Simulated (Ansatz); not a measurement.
A nudged elastic band was laid between two geometries of ClH + ClIn (4 atoms, charge 0, multiplicity 1).

Computed with RKS PBE/def2-mTZVP (Ansatz).

| Item | Value |
| --- | --- |
| movable images | 7 |
| climbing image | yes |
| spring | 5.0 eV/Å² |
| optimiser | quadratic models (default) |
| start path | through a guess of the saddle point |
| force threshold | 0.05 eV/Å |
| iteration limit | 60 |
| end points | relaxed |

Initial state:

```xyz
4
Properties=species:S:1:pos:R:3
In 1.413 0.348 -1.189
Cl -1.019 -0.488 -1.247
H -0.596 -0.125 0.700
Cl 0.203 0.264 1.736
```

Final state:

```xyz
4
Properties=species:S:1:pos:R:3
In 1.643 0.471 -0.790
Cl -1.332 -0.567 -1.000
H -0.867 -0.267 0.249
Cl 0.557 0.363 1.542
```

(1) What changes between the two ends?

(2) Give the energies along the band, and the barrier.

(3) What is the geometry of the highest image?

(4) What are the harmonic wavenumbers there?

Results:

(1) Bonds broken: H3–Cl4. Bonds formed: Cl2–H3.  The two ends are copies of one structure, up to a mirror image or an exchange of like atoms.

(2) It converged. The highest image is number 4 of 0 to 8, 0.031 eV above the ends, which have the same energy within 2 meV. A vibrational analysis at the climbing image gives one clearly imaginary mode, 129i cm⁻¹: a first-order saddle point. The orbitals stay closed-shell, which can raise the energy where a bond breaks towards radicals; this wasn't checked here.

| image | path coordinate (Å) | energy (eV) | H3–Cl4 (Å) | Cl2–H3 (Å) |
| --- | --- | --- | --- | --- |
| 0 | 0.00 | 0.000 | 1.36 | 2.03 |
| 1 | 0.13 | 0.002 | 1.39 | 1.92 |
| 2 | 0.26 | 0.012 | 1.43 | 1.80 |
| 3 | 0.39 | 0.026 | 1.50 | 1.68 |
| 4 | 0.52 | 0.031 | 1.60 | 1.58 |
| 5 | 0.64 | 0.024 | 1.70 | 1.49 |
| 6 | 0.76 | 0.011 | 1.81 | 1.43 |
| 7 | 0.88 | 0.002 | 1.92 | 1.39 |
| 8 | 1.00 | 0.000 | 2.02 | 1.37 |

(3) 
```xyz
4
Properties=species:S:1:pos:R:3
In 1.484 0.401 -0.935
Cl -1.143 -0.508 -1.052
H -0.664 -0.180 0.413
Cl 0.324 0.287 1.574
```

(4) 129i, 173, 325, 726, 730, 1012 cm⁻¹.

Run time: 72 s on 2 threads of Arm Neoverse V1, with other jobs on the host, peak memory 0.15 GiB.
